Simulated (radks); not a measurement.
Problem. The bromine ion Br13+, configuration [Ne] 3s1 3p6 3d4 4f1 (not the ground configuration). Method: non-relativistic Kohn-Sham, Tao-Mo meta-GGA, spin-polarised, spherical densities, point nucleus; open shells are filled with parallel spins first; meta-GGA in the generalised Kohn-Sham scheme; computed with a radial shooting solver on a logarithmic mesh with Libxc functionals. Some entries of the table are withheld. Estimate them.

orbital  occ.  eigenvalue (eV)  <1/r> (bohr^-1)  r(max) (bohr)
1s up       1        -13526.16            34.52        0.02884
1s down     1        -13525.15            34.52        0.02884
2s up       1        -2104.668            7.673         0.1627
2s down     1        -2098.543            7.694         0.1624
2p up       3        -1936.739            7.635         0.1291
2p down     3        -1931.545            7.651         0.1289
3s up       1        -593.6359            2.770         0.4721
3s down     0        -580.4285            2.743         0.4733
3p up       3        -534.7137            2.691         0.4588
3p down     3        -521.0898            2.664         0.4603
3d up       4        -435.5191            2.540            (1)
3d down     0        -420.8500            2.523            (2)
4s up       0        -255.5434            1.265          1.067
4s down     0        -247.5834            1.264          1.069
4p up       0        -234.6611            1.216          1.095
4p down     0        -226.4310            1.216          1.097
4f up       1        -169.0749           0.9937          1.022

Solution. 
(1) 3d up r(max) (bohr): 0.3866
(2) 3d down r(max) (bohr): 0.3883
